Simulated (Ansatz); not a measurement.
Ideal-gas functions of `[C]#C[SiH](N)Cl` radical at 400 K and 1 bar, from an Ansatz frequency run at PBE0-D4/def2-TZVP.

Molar mass 104.59 g/mol, point group C1 (symmetry number 1), electronic degeneracy 2, moments of inertia 121.316, 206.132, 300.311 u Å². Harmonic wavenumbers (cm⁻¹, unscaled): 103, 135, 200, 223, 303, 343, 391, 526, 641, 727, 829, 897, 919, 1578, 2168, 2283, 3607, 3703.

Use S(trans) = R[1.5 ln M + 2.5 ln T − 1.1517]; rotational temperatures θ = 24.2544 K / I; S(rot) = R[ln(√π/σ · √(T³/θAθBθC)) + 1.5]; for each mode x = 1.438777 ν̃/T, S = R[x/(eˣ − 1) − ln(1 − e⁻ˣ)] and H = RT x/(eˣ − 1); 1 cm⁻¹ = 0.0119627 kJ/mol; R = 8.31446 J/(mol·K).

By hand: the entropy, in J/(mol·K).

Translation 173.0. Rotation: θ = 0.1999, 0.1177, 0.0808 K, giving 118.0. Vibration, mode by mode: 16.62, 14.40, 11.23, 10.37, 8.00, 7.08, 6.13, 4.15, 3.00, 2.35, 1.76, 1.45, 1.36, 0.19, 0.03, 0.02, 0.00, 0.00, in all 88.1. Electronic 5.8. Sum 384.9 J/(mol·K).

By hand: H − E and G − E in kJ/mol, counted from the electronic energy.

Zero-point energy ½ × 19576 × 0.0119627 = 117.1; thermal vibration 18.9; translation, rotation and pV give 4 RT = 13.3. H − E = 149.3 kJ/mol, and G − E = 149.3 − 400 × 384.9/1000 = -4.7 kJ/mol.

Vibration gives 23 % of the entropy, 31.0 J/(mol·K) of it from the modes under 150 cm⁻¹: soft modes count most, and the harmonic formula is weakest for them. The sum counts one conformer and one mirror image; others add a mixing term.
